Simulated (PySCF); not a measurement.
H13N3Si4, SMILES [SiH3]N[SiH](N[SiH3])N[SiH3]. The structure is a stationary point at PBE-D3(BJ)/def2-SVP. Other conformers were not sampled.

Problem. Give the equilibrium geometry at PBE-D3(BJ)/def2-SVP (PySCF confirms it by a frequency run) as Cartesian coordinates in Å. (Estimate from the structure and the level; the computed values follow.)

Solution. One answer among several that fit: 
```xyz
20

Si    -0.5755    -0.0391    -0.6875
N      1.1077     0.4147    -0.8249
Si     2.3933    -0.3250     0.1227
N     -1.4207     1.4601    -0.4153
Si    -0.6375     2.9458     0.1063
N     -0.6672    -1.1545     0.6604
Si    -0.8144    -2.9044     0.6434
H     -1.1362    -0.7587    -1.8798
H      1.3975     1.0722    -1.5553
H      2.2391    -0.0705     1.5991
H      3.6801     0.3058    -0.3378
H      2.4913    -1.8152    -0.0748
H     -2.4381     1.4891    -0.5280
H      0.1490     2.7724     1.3787
H     -1.7353     3.9466     0.3506
H      0.2956     3.5179    -0.9306
H     -0.6246    -0.7113     1.5855
H     -2.0642    -3.3703     1.3470
H      0.3554    -3.5787     1.3125
H     -0.8708    -3.3244    -0.7972
```
Charge 0, spin multiplicity 1.
